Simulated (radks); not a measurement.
The mean radii <r> (bohr) of the occupied orbitals of an atom or ion are listed with their occupations. All-electron calculation, scalar-relativistic Kohn-Sham, SCAN, spin-polarised, spherical densities, finite nucleus; meta-GGA in the generalised Kohn-Sham scheme; Fermi nuclear charge, rms radius of each element as measured or else 0.836 A^(1/3) + 0.57 fm. Program: a radial shooting solver on a logarithmic mesh with Libxc functionals.

| orbital | occ. | <r> |
|---|---|---|
| 1s up | 1 | 0.01960 |
| 1s down | 1 | 0.01959 |
| 2s up | 1 | 0.07998 |
| 2s down | 1 | 0.08010 |
| 2p up | 1 | 0.07038 |

Name the element and its charge. Open shells, if any, are filled with parallel spins first.

Answer. Z = 70, ytterbium, charge +65: Yb65+ in [He] 2s2 2p1. The 1s radius gives Z: for a bare nucleus <r> = (2 gamma + 1)/(2Z) with gamma = sqrt(1 - (Z/c)^2), 0.01942 bohr for Z = 70, and screening makes it slightly larger (0.01960 here). The occupations add up to 5, and the charge is Z minus that.
